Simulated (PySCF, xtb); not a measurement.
SiFCl2Br, SMILES F[Si](Cl)(Cl)Br.

GFN2-xTB run with xtb at its own geometry gives an orbital gap of 6.56 eV and a dipole moment of 4.80 D.

Geometry: ωB97X-D3(BJ)/def2-SVP.

Task: What does PBE/def2-TZVP (PySCF) give? (An estimate is asked for; the answer gives what the named calculation found.)

Result: gap 6.11 eV (levels -7.84 and -1.72 eV), dipole 0.69 D.
